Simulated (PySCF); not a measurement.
**Electron correlation in Si⁺ (silicon, charge +1)**

[Ne] 3s2 3p1, 2P determinant. All numbers are calculated (PySCF 2.14, the non-relativistic Hamiltonian (point nucleus), in aug-cc-pV(Q+d)Z). Frozen: [Ne]; 3 electrons correlated.

```tsv
level	correlation energy (mhartree)
CCSD	-59.96
(T)	-1.20
CCSD(T)	-61.16
```

Diagnostics: T1 = 0.015, D1 = 0.0327, largest double amplitude 0.104.

Problem. Is a single reference adequate?

Solution. Mostly. T1 lies below 0.03, but a double amplitude of this size points to a near-degeneracy that CCSD handles and MP2 describes poorly.
